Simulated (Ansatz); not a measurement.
Frontier orbitals of `C=[CH][AlH][OH]`.

Cartesian coordinates in Å:
```
C -0.913 -0.323 1.327
C 0.172 0.370 0.975
Al 0.802 0.363 -0.852
O -0.123 -0.575 -1.926
H -1.295 -0.341 2.347
H -1.475 -0.910 0.604
H 0.676 0.931 1.763
H 2.074 1.146 -1.384
H 0.082 -0.661 -2.855
```

Charge 0, multiplicity 1. All single points use the PBE0-D4/def2-TZVP geometry. It is one conformer, not always the lowest. Basis def2-TZVPP, the Gaussian-basis code of Ansatz.

| functional | HOMO (eV) | LUMO (eV) | gap (eV) |
| --- | --- | --- | --- |
| PBE | -6.69 | -2.02 | 4.67 |
| r2SCAN | -6.97 | -1.79 | 5.18 |
| PBE0 | -7.96 | -1.16 | 6.80 |
| r2SCANh | -7.45 | -1.47 | 5.98 |
| r2SCAN0 | -8.10 | -1.02 | 7.08 |
| CAM-B3LYP | -9.26 | -0.15 | 9.11 |
| ωB97M-V | -10.21 | 0.64 | 10.85 |
| HF | -10.22 | 1.81 | 12.03 |

From PBE to PBE0 the HOMO moves by −1.27 eV and the LUMO by +0.86 eV, and with ωB97M-V by −3.52 and +2.66 eV, so the gap grows from 4.67 to 10.85 eV with exact exchange. A positive LUMO is unbound and depends on the basis.
